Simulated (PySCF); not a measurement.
## Krypton: highly charged ions in a basis for the neutral atom

Kr¹³⁺ [Ar] 3d5, Kr¹⁴⁺ [Ar] 3d4. Calculation: PySCF 2.14, in cc-pVDZ-PP with ECP10MDF (4s3p2d, 23 functions); scalar relativity through the core potential. No spin-orbit coupling, so a gap to NIST mixes the basis error with missing relativistic terms.

Changed run: basis of the neutral atom used for a highly charged ion. This setting is unsound on purpose.

| species | method | sound run (hartree) | changed run (hartree) | converged |
| --- | --- | --- | --- | --- |
| Kr¹³⁺ | UHF | not run | -385.05962 | yes |
| Kr¹³⁺ | r2SCAN | not run | -385.65463 | yes |
| Kr¹³⁺ | B3LYP | not run | -385.65259 | yes |
| Kr¹⁴⁺ | UHF | not run | -368.00715 | yes |
| Kr¹⁴⁺ | r2SCAN | not run | -368.57280 | yes |
| Kr¹⁴⁺ | B3LYP | not run | -368.56963 | yes |

Ionisation energy of Kr¹³⁺:

| method | changed run (eV) | NIST (eV) |
| --- | --- | --- |
| UHF | 464.02 | 446 ± 3 |
| r2SCAN | 464.82 | 446 ± 3 |
| B3LYP | 464.85 | 446 ± 3 |

The contracted functions were made for the neutral atom and can be too rigid for a highly charged ion.
